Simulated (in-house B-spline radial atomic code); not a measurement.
PBEsol excitations of Ge V (Ge4+)

Method: PBEsol. Computed with an all-electron radial atomic-structure program (B-spline basis): linear response of the closed shell [Ar] 3d10 with the functional's adiabatic kernel; scalar-relativistic (spin-free one-electron X2C), finite nucleus, no spin-orbit coupling, no double excitations, S, P, D and F terms only. Only terms of natural parity with L up to 3 were computed.

Command:
```bash
python run_td.py task.json out
```
Settings (radii: box in bohr, nucleus in fm):
```
Z                        32
electrons                28
configuration            [Ar] 3d10
hamiltonian              x2c
method                   pbesol
box_radius               19.1
rms_radius               4.0742
intervals                72
```

Cost of the run: 1.1 s on 1 thread of Intel(R) Xeon(R) Platinum 8259CL CPU @ 2.50GHz (Skylake/Cascade Lake) (shared host).

The lowest states, in the order of their Tamm-Dancoff energies; the method's threshold (minus the highest occupied level) is 77.99 eV. Labels give the largest channel, * marks a mixed state, and oscillator strengths are full-response dipole values. Semilocal kernels can invert the small singlet-triplet splittings of Rydberg terms. Energies in eV:

```csv
state,full response,Tamm-Dancoff,oscillator strength
3d → 4s 3D,25.557,25.576,-
3d → 4s 1D,26.234,26.243,-
3d → 4p 3P,36.70,36.72,-
3d → 4p 3F,36.89,36.91,-
3d → 4p 1F,37.31,37.31,-
3d → 4p 1P,38.29,38.36,0.541
3d → 4d 3S,52.03,52.06,-
3d → 4d 3D,52.74,52.75,-
3d → 4d 1D,53.20,53.22,-
3d → 5s 3D,?,?,-
3d → 5s 1D,?,?,-
3d → 4d 1S,56.22,56.68,-
3d → 5p 3P,58.91,58.91,-
3d → 5p 3F,58.97,58.98,-
3d → 5p 1F,59.09,59.09,-
3d → 5p 1P,59.31,59.33,0.0549
3d → 4f 3P,62.94,62.94,-
3d → 4f 3F,63.04,63.04,-
3d → 4f 1F,63.08,63.08,-
3d → 4f 1P,63.23,63.25,0.362
3d → 5d 3S,64.28,64.29,-
3d → 5d 3D,64.49,64.49,-
```

(1) Where does 3d → 5s 3D lie?

(2) Where does 3d → 5s 1D lie?

(3) How large is the singlet-triplet splitting of 3d → 4s (D terms) in Tamm-Dancoff?

(4) What polarisabilities and dispersion coefficient does the method give?

Answers

(1) At 55.18 eV in full response, 55.19 eV in Tamm-Dancoff.

(2) At 55.35 eV in full response, 55.35 eV in Tamm-Dancoff.

(3) 0.667 eV, from the unrounded values.

(4) Dipole 0.8712 bohr³, quadrupole 1.331 bohr⁵, C6 1.671 hartree·bohr⁶ for two such species.
